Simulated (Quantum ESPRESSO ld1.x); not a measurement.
Species: Cl3+. Configuration: [Ne] 3s2 3p2. Method: scalar-relativistic Kohn-Sham, BP86, spin-unpolarised, spherical densities, point nucleus; computed with ld1.x of Quantum ESPRESSO 7.5.

X-ray form factor f0, the Fourier transform of the density (f0(0) = 14):

| sin(theta)/lambda (1/angstrom) | f0 (electrons) |
|---|---|
| 0.05 | 13.792 |
| 0.1 | 13.214 |
| 0.15 | 12.379 |
| 0.2 | 11.430 |
| 0.25 | 10.489 |
| 0.3 | 9.638 |
| 0.4 | 8.300 |
| 0.5 | 7.347 |
| 0.6 | 6.580 |
| 0.8 | 5.206 |
| 1 | 3.996 |
| 1.25 | 2.867 |
| 1.5 | 2.159 |
| 2 | 1.503 |
